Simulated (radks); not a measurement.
Question: Spherical quantum dot in the effective-mass picture: electrons in a well V = -V0 / (1 + exp((r - R)/a)) with V0 = 6.64, R = 6.23, a = 0.33, with a point charge +1 (a donor) at the centre, all in effective atomic units (hartree* = m*/eps^2 hartree, bohr* = eps/m* bohr), one dielectric constant everywhere. Calculated with a radial shooting solver with Libxc functionals: non-relativistic Kohn-Sham, LDA (Slater exchange, Perdew-Wang correlation), spin-polarised, spherical densities. Levels are named by radial order and angular momentum (1s, 1p, 1d, 2s, ...), and open shells are averaged over m. Results are scaled to m* = 0.036 and eps = 7, for which hartree* = 19.99 meV and bohr* = 10.29 nm. At N = 6 the configuration is 1s2 1p(up 3, down 1). Does electron 7 go into 2s down or 1p down or 2s up?

Answer: Into 1p down. The total energies of the other choices lie higher by 1.68 meV (2s up), 1.95 meV (2s down).
